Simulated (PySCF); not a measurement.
Species: C7H13F.
Z-matrix (Å and degrees, PBE0-D3(BJ)/def2-SVP geometry), rows numbered from 1:
```
C 
C   1  1.3354
C   2  1.5004  1  120.40
F   3  1.3683  2  112.35  1    -1.27
C   2  1.5136  1  122.69  3  -179.98
C   5  1.5294  2  112.07  1   114.16
C   5  1.5353  2  112.69  1  -119.69
C   7  1.5189  5  114.05  2    56.83
H   1  1.0916  2  120.97  3     0.53
H   1  1.0934  2  120.88  3  -179.70
H   3  1.1055  2  110.20  1   119.57
H   3  1.1050  2  110.42  1  -122.33
H   5  1.1042  2  105.88  1    -2.86
H   6  1.1002  5  111.19  2   -53.84
H   6  1.1012  5  110.50  2  -173.84
H   6  1.1018  5  111.96  2    66.92
H   7  1.1050  5  109.58  2   -66.98
H   7  1.1036  5  107.84  2   179.05
H   8  1.1011  7  111.69  5   -62.67
H   8  1.1005  7  111.41  5   176.67
H   8  1.1020  7  111.03  5    56.54
```

Computed with PySCF at PBE0/pcSseg-1, non-relativistic, on one gas-phase PBE0-D3(BJ)/def2-SVP geometry that isn't relaxed in the solvent. The solvent is an IEF-PCM continuum (cavity from Bondi-type radii × 1.2). Specific hydrogen bonds and non-electrostatic terms are outside this model.

```
run  E − E(gas) (kcal/mol)  HOMO (eV)  HOMO–LUMO gap (eV)  dipole (D)
gas                   0.00      -7.27                7.63        2.06
  P                  -3.37      -7.25                7.64        2.71
  Q                  -1.27      -7.23                7.63        2.29
```

The runs were made in cyclohexane and water. Which run belongs to which solvent?

P = water, Q = cyclohexane. The dielectric constants are 2.017 (cyclohexane), 78.36 (water), and the energy falls further as ε rises. In this model the ground state sees the solvent through ε alone.

How constant is the ratio of the lowering to (ε − 1)/(2ε + 1)?

```
    solvent  (ε − 1)/(2ε + 1)  E − E(gas) (kcal/mol)  ratio (kcal/mol)  polarisation term (kcal/mol)
cyclohexane             0.202                  -1.27              -6.3                         -1.34
      water             0.490                  -3.37              -6.9                         -3.91
```

The ratio changes by +9.3 % in size from cyclohexane to water. The polarisation term is half the interaction of the solute with the induced surface charges.
